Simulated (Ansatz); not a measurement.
One geometry of CH$_{6}$FNO$_{2}$Zr (`C[O][Zr]([NH2])([OH])[F]`), several functionals.

```yaml
crystal:
  periodic: [false, false, false]
  atoms:
    - {symbol: C, position_ang: [0.899479, -1.128802, -1.865513]}
    - {symbol: O, position_ang: [0.195088, -0.466563, -0.868575]}
    - {symbol: Zr, position_ang: [-0.807344, 0.374079, 0.526181]}
    - {symbol: N, position_ang: [0.352919, 1.838282, 1.340307]}
    - {symbol: O, position_ang: [-1.338701, -0.787440, 1.966965]}
    - {symbol: F, position_ang: [-2.366347, 1.153345, -0.301694]}
    - {symbol: H, position_ang: [1.942516, -0.795406, -1.884261]}
    - {symbol: H, position_ang: [0.455213, -0.929045, -2.846226]}
    - {symbol: H, position_ang: [0.887914, -2.210603, -1.695181]}
    - {symbol: H, position_ang: [0.392943, 2.063738, 2.324527]}
    - {symbol: H, position_ang: [0.988070, 2.446625, 0.842861]}
    - {symbol: H, position_ang: [-1.601751, -1.558202, 2.460599]}
basis:
  gaussian: {orbitals: def2-TZVPP}
hamiltonian: {xc: {name: wB97X-V}}
output: {orbitals: {seedname: orbitals}}
```

```sh
$ ansatz run in.yaml --threads 2 --pin off --events-out ev --progress --plain --max-ram 22528MiB --backend cuda --devices 0, --max-vram 18GiB
```

Shortened log:

```
Functional definition: wB97X-V
1490 factors; their error is unknown
364 factors; integrals over basis functions are off by at most 1.2e-5 eV
mean field evaluation 1: about -10708.8516 eV, gradient 9.3e1 eV
mean field evaluation 2: about -10699.9509 eV, gradient 1.2e2 eV
mean field evaluation 4: about -10723.4172 eV, gradient 3.7e0 eV
mean field evaluation 8: about -10723.4501 eV, gradient 1.3e-1 eV
mean field evaluation 16: about -10723.4737 eV, gradient 3.6e-4 eV
mean field -10723.47365718 eV, -394.0803882698 hartree, gradient 4.5e-5 eV, S^2 0.000000; 0 other end points of the search recorded, 0 dependent functions left out
reference -10723.47365335 eV, -394.0803881292 hartree; 28, 28 occupied and 267, 267 virtual orbitals, 1490 factors
Total energy: -10723.47365335 eV, -394.0803881292 hartree
```

It took 4.3 s on 2 threads of an AMD EPYC 7R13 on a shared host and a share of an NVIDIA H100 80 GB, with 0.97 GiB of host memory at the peak.

With the line `hamiltonian: {xc: {name: B2PLYP}}` (abridged; 2.7 s):

```
Functional definition: B2PLYP
mean field evaluation 16: about -10705.9450 eV, gradient 3.2e-4 eV
mean field -10705.94502838 eV, -393.4362230428 hartree, gradient 8.5e-6 eV, S^2 0.000000
5 core orbitals not correlated: weight in the atoms' cores, before any rotation towards them, 1.000 or more for the frozen orbitals, at most 0.000 for the correlated occupied ones
second order -48.54161749 eV of doubles, -0.00000000 eV of singles
Total energy: -10719.05149170 eV, -393.9178766859 hartree
```

The same input with `hamiltonian: {xc: r2scan, dispersion: d4}` and forces (abridged; 3.8 s):

```
Functional definition: r2SCAN
mean field evaluation 16: about -10723.5680 eV, gradient 6.1e-3 eV
mean field -10723.56803892 eV, -394.0838567348 hartree, gradient 2.5e-5 eV, S^2 0.000000
Total energy: -10723.62803006 eV, -394.0860613685 hartree
Atom 0 force     0.139508    -0.139004    -0.208002 eV/Å
Atom 1 force    -0.025719     0.048656     0.041638 eV/Å
Atom 2 force    -0.083307     0.039639    -0.005021 eV/Å
Atom 3 force     0.039529     0.048207     0.023500 eV/Å
Atom 4 force    -0.039378    -0.051219     0.133589 eV/Å
Atom 5 force    -0.071815     0.035640    -0.041245 eV/Å
Atom 6 force    -0.005115    -0.001637    -0.001178 eV/Å
Atom 7 force     0.006578    -0.004640     0.003858 eV/Å
Atom 8 force     0.001099     0.006279    -0.003917 eV/Å
Atom 9 force     0.022714     0.031428     0.030260 eV/Å
Atom 10 force     0.028704     0.034387     0.012531 eV/Å
Atom 11 force    -0.012798    -0.047738     0.013988 eV/Å
Dipole moment:     0.425667    -0.344476     0.125593 e Å
```
